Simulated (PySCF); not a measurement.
F5Nb, SMILES [F][Nb+]([F])([F])([F])[F] (connectivity only; charge and spin as stated), charge +1, multiplicity 2.

The structure is a stationary point at PBE0-D3(BJ)/def2-SVP. The spin state was assumed, not searched. The def2 effective core potentials stand for the cores of Nb; spin–orbit coupling is left out.

These are PySCF 2.14.0 with PBE0-D3(BJ)/def2-SVP values and carry that method's errors.

Frequencies are harmonic and unscaled.

| mode | ν (cm⁻¹) | IR (km/mol) | moving atoms (share of kinetic energy) |
|---|---|---|---|
| 1 | 64 | 0.1 | F 98 % |
| 2 | 96 | 0.4 | F 95 % |
| 3 | 169 | 10.3 | F 85 %, Nb 15 % |
| 4 | 188 | 7.8 | F 90 %, Nb 10 % |
| 5 | 191 | 13.8 | F 81 %, Nb 19 % |
| 6 | 203 | 5.4 | F 95 % |
| 7 | 207 | 11.3 | F 90 %, Nb 10 % |
| 8 | 211 | 25.3 | F 86 %, Nb 14 % |
| 9 | 788 | 9.1 | F 99 % |
| 10 | 828 | 175.6 | F 76 %, Nb 24 % |
| 11 | 833 | 169.0 | F 79 %, Nb 21 % |
| 12 | 835 | 174.8 | F 76 %, Nb 24 % |
